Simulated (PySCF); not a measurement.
Species: C5H9OS (doublet state).
Cartesian coordinates in Å at the GFN2-xTB level; atoms count from 1:
```
atom  x, y, z in Å
C1    -2.4401    0.4177   -0.1658
C2    -1.7530   -0.5989    0.6560
C3    -0.4260   -1.1045    0.2940
O4     0.5533   -0.0357    0.3999
C5     1.6653   -0.1214   -0.2963
C6     2.5667    1.0574   -0.1089
S7     2.0538   -1.3771   -1.2669
H8    -3.3694    0.0178   -0.5859
H9    -1.8066    0.7514   -0.9839
H10   -2.7260    1.2836    0.4369
H11   -2.2209   -0.9419    1.5613
H12   -0.0978   -1.9198    0.9458
H13   -0.3764   -1.4553   -0.7516
H14    1.9841    1.9767   -0.1031
H15    3.3135    1.0853   -0.8965
H16    3.0719    0.9737    0.8536
```

The hyperfine couplings belong to this conformer and change with its torsions.

As a line formula: `C[CH]COC(C)=S` [radical].

The calculation used UKS B3LYP, pcH-1 on C H O S, non-relativistic, mean-field spin-orbit, GIAO in PySCF. Isolated species at its GFN2-xTB geometry (one conformer only). The geometry wasn't refined by DFT: couplings that depend on bond lengths, twists or pyramidal angles can differ widely from those at the functional's own minimum.

Question: Count the α and β electrons and give S(S+1).

Answer: 63 electrons with 2S = 1: 32 α and 31 β; S(S+1) = 0.75.

Mulliken spin populations, one withheld:

| atom | bound to | population |
| --- | --- | --- |
| C1 | C2, H8, H9, H10 | ? |
| C2 | C1, C3, H11 | +1.0053 |
| C3 | C2, O4, H12, H13 | -0.0488 |
| O4 | C3, C5 | +0.0298 |
| C5 | O4, C6, S7 | +0.0023 |
| C6 | C5, H14, H15, H16 | +0.0027 |
| S7 | C5 | +0.0163 |
| H8 | C1 | +0.0476 |
| H9 | C1 | +0.0015 |
| H10 | C1 | +0.0364 |
| H11 | C2 | -0.0427 |
| H12 | C3 | +0.0006 |
| H13 | C3 | +0.0271 |
| H14 | C6 | 0.0000 |
| H15 | C6 | +0.0020 |
| H16 | C6 | -0.0003 |

Question: Fill in the missing population.

Answer: 1 − (1.0798) gives -0.080, since all populations sum to 2S.

Question: How is the spin shared among the elements?

Answer: Carbon +0.88, hydrogen +0.07, oxygen +0.03, sulfur +0.02. The positive populations sum to 1.17, the negative ones to -0.17.

Question: The run gives ⟨S²⟩ = 0.7538. What does that say of the overlap of α and β orbitals, and of the weight of higher spin?

Answer: Σ|⟨iα|jβ⟩|² over occupied orbitals = Nβ − [⟨S²⟩ − S(S+1)] = 31 − 0.0038 = 30.9962. If the quartet state (S + 1) were the only admixture, its weight would be 0.0038/(2S + 2) = 0.13 %.

Question: What Fermi-contact NMR shifts do the couplings of C1, C3, C5, C6, H12/H13 imply at 350 K (Curie law, g = gₑ)?

Answer: δ = a_FC·h·gₑ μB S(S+1)/(3 g_N μN kT), with k/h = 20836.6 MHz/K:

```
 nuclei  isotope  a_FC (MHz)     g_N  contact shift (ppm)
     C1      13C      -32.29  1.4048                -2897
     C3      13C      -12.77  1.4048                -1145
     C5      13C       -0.55  1.4048                  -50
     C6      13C        6.17  1.4048                 +553
H12/H13       1H       41.00  5.5857                 +925
```

The shifts go as 1/T: at 400 K they are 0.875 times these. Entries for several nuclei are means.

Means are taken over nuclei equivalent by connectivity, which assumes that they swap fast. The 1H value of +41.0 MHz is a mean of couplings from 1.3 to 80.7 MHz in this one geometry, not an average over conformers.

Examples of negative spin density at the nucleus (bohr⁻³): C1 (-0.0287), H11 (-0.0136) and C3 (-0.0114).

On Arm Neoverse V2, one thread, shared host with 96 logical CPUs at a one-minute load of 27, this took 66 s (grids of density and orbitals included) and 1.0 GiB of memory at its peak.
